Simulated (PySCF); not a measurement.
C3H6FNSi, SMILES [SiH3]C1[C@H](F)CN=1. Geometry optimised at PBE0-D3(BJ)/def2-SVP. The structure was generated by enumeration; whether it is a known compound was not checked.

Computed equilibrium geometry at PBE0-D3(BJ)/def2-SVP (PySCF confirms it by a frequency run) as a Z-matrix:
```
C
N 1 1.2934
C 2 1.4796 1 92.30
H 3 1.1004 2 111.68 1 -107.95
H 3 1.1022 4 109.32 2 128.01
C 1 1.5127 2 96.81 3 -6.16
F 6 1.3609 1 118.48 2 123.74
H 6 1.1045 7 108.76 1 -131.33
Si 1 1.8884 2 127.59 3 175.51
H 9 1.4891 1 109.11 2 8.07
H 9 1.4927 10 110.46 1 119.88
H 9 1.4939 10 110.69 11 120.32
```
Charge 0, spin multiplicity 1.
